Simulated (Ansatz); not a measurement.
Consider the redistribution: `CO[SiH2]S[SiH2]O` + `CO[SiH](O)F` → `CO[SiH2]O[SiH](O)F` + `CS[SiH2]O`.

Computed with Ansatz on PBE0-D4/def2-TZVP structures; ΔE is electronic, products minus reactants. CCSD(T)/CBS is the MP2 limit (def2-TZVPP, def2-QZVPP) plus CCSD(T) − MP2 in def2-TZVPP, frozen cores. Functionals use def2-TZVPP. B3LYP here is the variant with VWN-RPA as its local correlation; programs differ in this. Each species was taken in one conformer, which may not be the lowest.

`CO[SiH2]S[SiH2]O`:

Cartesian coordinates in Å:
```
C 0.004 0.116 2.116
O 0.542 0.726 0.954
Si 1.478 -0.119 -0.112
S 0.349 -1.628 -1.096
Si -1.061 -0.270 -1.986
O -1.799 0.665 -0.863
H 0.793 -0.344 2.720
H -0.483 0.891 2.709
H -0.732 -0.650 1.853
H 2.584 -0.811 0.594
H 1.956 0.907 -1.065
H -2.096 -1.096 -2.644
H -0.325 0.560 -2.974
H -1.210 1.053 -0.204
```

`CO[SiH](O)F`:

```xyz
10

C     0.095   -1.060    1.224
O     0.609   -0.226    0.207
Si   -0.275    0.543   -0.917
O     0.681    1.577   -1.717
F    -1.461    1.305   -0.172
H    -0.372   -1.956    0.804
H    -0.641   -0.532    1.837
H     0.926   -1.368    1.860
H    -0.899   -0.354   -1.902
H     1.337    2.071   -1.223
```

`CO[SiH2]O[SiH](O)F`:

Z-matrix (Å, degrees):
```
C
O 1 1.414
H 1 1.090 2 108.3
H 1 1.095 2 111.2 3 119.2
H 1 1.095 2 111.3 3 -119.2
Si 2 1.650 1 122.9 3 174.0
O 6 1.625 2 105.6 1 -175.2
H 6 1.483 2 109.6 1 -55.8
H 6 1.483 2 110.4 1 66.2
Si 7 1.631 6 138.2 2 5.9
O 10 1.620 7 110.5 6 -19.2
F 10 1.589 7 107.3 6 101.4
H 10 1.467 7 110.7 6 -142.0
H 11 0.965 10 114.8 7 19.5
```

`CS[SiH2]O`:

Z-matrix (Å, degrees):
```
C
S 1 1.818
H 1 1.089 2 111.0
H 1 1.090 2 110.8 3 -122.4
H 1 1.089 2 106.9 3 118.9
Si 2 2.119 1 99.7 3 59.8
O 6 1.646 2 113.6 1 -63.8
H 6 1.485 2 104.1 1 173.6
H 6 1.481 2 110.9 1 52.7
H 7 0.959 6 116.7 2 -56.8
```

| level | ΔE (kJ/mol) | difference from CCSD(T)/CBS |
| --- | --- | --- |
| PBE-D4 | -77.3 | 17.9 |
| PBE0-D4 | -82.9 | 12.3 |
| B3LYP-D4 | -90.2 | 5.0 |
| ωB97M-V | -90.3 | 4.9 |
| B2PLYP | -96.2 | -1.0 |
| PBE | -80.9 | 14.3 |
| r2SCAN | -89.2 | 6.0 |
| B3LYP | -96.0 | -0.8 |
| HF/def2-TZVPP | -108.2 | -13.0 |
| SCS-MP2/def2-TZVPP | -97.0 | -1.8 |
| CCSD(T)/def2-TZVPP | -93.1 | 2.1 |
| HF/def2-QZVPP | -110.7 | -15.5 |
| MP2/def2-QZVPP | -96.5 | -1.3 |
| SCS-MP2/def2-QZVPP | -99.1 | -3.9 |
| HF/CBS(def2) | -111.1 | -15.9 |
| MP2/CBS(def2) | -96.5 | -1.3 |
| CCSD(T)/CBS | -95.2 | 0 |

Largest T1 diagnostic among the species: 0.012.

From PBE to PBE0 (25 % exact exchange), in def2-TZVPP and without D4, ΔE moves by −5.2 kJ/mol. The D4 term adds +5.8 kJ/mol with B3LYP and +3.2 kJ/mol with PBE0; it sums over pairs of atoms, weighted by their polarisabilities, and B3LYP, whose exchange is more repulsive, gets the larger term. In def2-TZVPP, CCSD(T) changes the Hartree–Fock value by +15.1 kJ/mol (the triples alone add +3.4 kJ/mol) and MP2 by +13.7 kJ/mol.
